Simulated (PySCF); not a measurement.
Cl₂H₄N₂Sn. Atoms are numbered in the order given.

```xyz
9

N      0.3599    -1.6141    -1.4269
Sn     0.0000     0.0000    -0.2621
N     -0.3599     1.6141    -1.4269
Cl     1.8940     0.1517     1.1346
Cl    -1.8940    -0.1517     1.1346
H     -0.4948    -1.9561    -1.8706
H      0.7495    -2.3827    -0.8777
H      0.4948     1.9561    -1.8706
H     -0.7495     2.3827    -0.8777
```

The structure is a stationary point at r2SCAN-D4/def2-SVP. The structure was generated by enumeration; whether it is a known compound was not checked. The def2 effective core potentials stand for the cores of Sn; spin–orbit coupling is left out. One conformer was computed; it need not be the lowest.

All values below come from PySCF with TDA-B3LYP/def2-SVPD.

Vertical excitations.  State labels are in the subgroup C2.

```json
[
 {"state": "S1", "symmetry": "B", "energy (eV)": "4.89", "λ (nm)": "254", "f": "0.046", "main pairs": "HOMO−1→LUMO 94 %"},
 {"state": "S2", "symmetry": "A", "energy (eV)": "4.92", "λ (nm)": "252", "f": "0.096", "main pairs": "HOMO→LUMO 94 %"},
 {"state": "S3", "symmetry": "B", "energy (eV)": "5.44", "λ (nm)": "228", "f": "0.046", "main pairs": "HOMO−2→LUMO 93 %"},
 {"state": "S4", "symmetry": "A", "energy (eV)": "5.52", "λ (nm)": "225", "f": "0.005", "main pairs": "HOMO−3→LUMO 97 %"},
 {"state": "S5", "symmetry": "A", "energy (eV)": "5.69", "λ (nm)": "218", "f": "0.020", "main pairs": "HOMO−4→LUMO 96 %"},
 {"state": "S6", "symmetry": "B", "energy (eV)": "5.77", "λ (nm)": "215", "f": "0.049", "main pairs": "HOMO−5→LUMO 95 %"},
 {"state": "S7", "symmetry": "A", "energy (eV)": "6.80", "λ (nm)": "182", "f": "0.013", "main pairs": "HOMO→LUMO+1 85 %"},
 {"state": "S8", "symmetry": "B", "energy (eV)": "6.87", "λ (nm)": "180", "f": "0.020", "main pairs": "HOMO−1→LUMO+1 78 %, HOMO→LUMO+2 17 %"},
 {"state": "S9", "symmetry": "B", "energy (eV)": "7.20", "λ (nm)": "172", "f": "0.050", "main pairs": "HOMO→LUMO+2 57 %, HOMO−8→LUMO 17 %, HOMO−1→LUMO+1 12 %, HOMO−6→LUMO 9 %"},
 {"state": "S10", "symmetry": "A", "energy (eV)": "7.32", "λ (nm)": "169", "f": "0.016", "main pairs": "HOMO−1→LUMO+2 60 %, HOMO−1→LUMO+3 15 %, HOMO−7→LUMO 14 %"},
 {"state": "T1", "symmetry": "A", "energy (eV)": "4.15", "λ (nm)": "299", "f": "0", "main pairs": "HOMO→LUMO 96 %"},
 {"state": "T2", "symmetry": "B", "energy (eV)": "4.23", "λ (nm)": "293", "f": "0", "main pairs": "HOMO−1→LUMO 96 %"},
 {"state": "T3", "symmetry": "B", "energy (eV)": "4.99", "λ (nm)": "249", "f": "0", "main pairs": "HOMO−2→LUMO 97 %"},
 {"state": "T4", "symmetry": "A", "energy (eV)": "5.17", "λ (nm)": "240", "f": "0", "main pairs": "HOMO−3→LUMO 97 %"}
]
```
Triplets are in the Tamm–Dancoff approximation.
